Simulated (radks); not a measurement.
Results of a calculation; reference values are marked as such.
Task: These are the eigenvalues of the occupied orbitals of an atom or ion with whole-number occupations (eV). Code: a radial shooting solver on a logarithmic mesh with Libxc functionals. Model: non-relativistic Kohn-Sham, PBE, spin-polarised, spherical densities, point nucleus.

1s up: -2456.915
1s down: -2456.907
2s up: -267.1667
2s down: -267.1573
2p up: -213.4955
2p down: -213.4836
3s up: -63.2360
3s down: -63.1941
7p up: -5.4028

Which element is it, and in what charge state? The configuration may be excited. Open shells, if any, are filled with parallel spins first.

Result: Z = 16, sulfur, charge +3: S3+ in [Ne] 3s2 7p1. The list shows which subshells hold electrons but not how many an open one holds; the 1s level, -90.29 hartree, gives Z - s = 13.4 by -(Z - s)^2/2, which with screening narrows Z to a few neighbours, and the depths of the outer levels then fix element, charge and occupations together.
